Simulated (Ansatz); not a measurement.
Spin states of the cluster TlF2⁻, each relaxed with PBE0-D4/def2-TZVPD in Ansatz. Electronic energies in the gas phase.

In the def2 sets Tl takes a core potential; there is no spin–orbit coupling. HSE06 is defined as in plane-wave codes, on full-range PBE exchange. Correlated methods freeze 6 core orbitals; core or outer-core shells of Tl are correlated, in sets that lack core-valence functions. HOMO above LUMO, or a gap near zero within one spin, warns that the state may not be the lowest or that an electron is smeared out. In the quintet geometry the species has come apart into loosely held pieces. The structure comes from a short search, and lower isomers may exist.

Singlet geometry (C2v within 0.1 Å):

```tsv
atom	x (Å)	y (Å)	z (Å)
Tl1	0.9093	-0.2748	0.0563
F2	-0.6122	-0.0422	1.6400
F3	-0.2971	0.3170	-1.6963
```

Triplet geometry (C2v within 0.1 Å):

```csv
atom,x (Å),y (Å),z (Å)
Tl1,-0.384,-0.021,-0.501
F2,-1.243,0.678,1.323
F3,1.627,-0.657,-0.823
```

Quintet geometry (C∞v within 0.1 Å):

```xyz
3

Tl   -0.382   -0.221    0.042
F    -2.210   -1.284    0.265
F     2.593    1.504   -0.307
```

⟨S²⟩: triplet 2.01 at PBE0-D4/def2-TZVPD (pure 2.00), quintet 6.01 at PBE0-D4/def2-TZVPD (pure 6.00).

Run but left out: GFN2-xTB (tight binding far off the other levels); LDA (SPW92)/def2-TZVPD (quintet: an occupied level 0.04 eV above an empty one).

Only these spin states were relaxed. The quintet has fallen apart into loose fragments. The quintet has other bonds than the singlet, so the gap mixes isomer and spin.

```tsv
level	triplet − singlet (kcal/mol)	quintet − singlet (kcal/mol)	lowest of these	remarks
HF/def2-TZVPD	65.2	148.9	singlet	–
r2SCAN-D4/def2-TZVPD	75.3	209.4	singlet	HOMO above zero (quintet), HOMO above zero (triplet), gap within one spin near zero (quintet)
PBE0-D4/def2-TZVPD	77.1	209.4	singlet	HOMO above zero (quintet), HOMO above zero (triplet)
r2SCAN0-D4/def2-TZVPD	76.2	202.4	singlet	HOMO above zero (quintet), HOMO above zero (triplet)
HSE06-D4/def2-TZVPD	76.9	209.1	singlet	HOMO above zero (quintet), HOMO above zero (triplet)
BHLYP-D4/def2-TZVPD	80.2	205.6	singlet	HOMO above zero (quintet), HOMO above zero (triplet)
MP2/def2-TZVPD	89.8	228.2	singlet	–
MP2/def2-TZVPPD	89.8	228.2	singlet	–
```

Change of the quintet − singlet gap on mixing in exact exchange, in kcal/mol: r2SCAN to r2SCAN0 (25 % exact exchange) -6.9.
